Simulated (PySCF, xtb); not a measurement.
C5H4F2O, SMILES O=C1C=C(F)C[C@H]1F. The values are those of a single conformer.

Harmonic wavenumbers (cm⁻¹) from xtb with GFN2-xTB at its own minimum, in rising order: 52, 158, 251, 329, 390, 457, 512, 545, 598, 691, 816, 833, 918, 937, 1029, 1070, 1102, 1131, 1165, 1185, 1219, 1271, 1307, 1423, 1664, 1795, 2931, 2974, 2992, 3160.

Problem. What does PySCF 2.14.0 with ωB97X-D3(BJ)/def2-SVP give at its own minimum? (An estimate is asked for; the answer gives what the named calculation found.)

Solution. 79, 170, 270, 344, 433, 496, 533, 564, 618, 721, 834, 887, 932, 976, 1067, 1141, 1164, 1206, 1236, 1279, 1313, 1400, 1424, 1463, 1757, 1915, 3095, 3101, 3165, 3282. Paired by order, the mean absolute difference is 65 cm⁻¹ and the zero-point energies are 49.9 and 52.7 kcal/mol.
